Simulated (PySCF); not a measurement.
**Be (beryllium, neutral) across methods**

[He] 2p2, high-spin 3P determinant (an excited configuration). Calculation: PySCF 2.14, in aug-cc-pCVTZ (7s6p4d2f, 59 functions); no relativity, point nucleus.

| method | E (hartree) | mean ε 1s α (eV) | mean ε 1s β (eV) | mean ε 2p α (eV) | Σ⟨r²⟩ (bohr²) | ⟨S²⟩ |
| --- | --- | --- | --- | --- | --- | --- |
| UHF | -14.33601 | -130.74 | -130.42 | -6.037 | 22.12 | 2.000 |
| HSE06 | -14.4110 | -113.51 | -113.10 | -3.776 | 21.14 | 2.000 |
| MN15 | -14.4277 | -113.53 | -113.14 | -4.243 | 21.69 | 2.000 |
| wB97M-V | -14.4195 | -116.61 | -116.27 | -5.726 | 21.65 | 2.000 |
| PBE | -14.4114 | -108.10 | -107.68 | -3.412 | 21.06 | 2.000 |
| LDA | -14.2276 | -106.74 | -106.34 | -3.390 | 21.34 | 2.000 |
| PBE0 | -14.4077 | -113.92 | -113.52 | -4.155 | 21.12 | 2.000 |
| r2SCAN | -14.4265 | -110.53 | -110.19 | -3.531 | 21.05 | 2.000 |

(1) Estimate the same row for wB97X.

Answers

(1) E (hartree) = -14.4192; mean ε 1s α (eV) = -115.61; mean ε 1s β (eV) = -115.55; mean ε 2p α (eV) = -5.913; Σ⟨r²⟩ (bohr²) = 21.05; ⟨S²⟩ = 2.000.
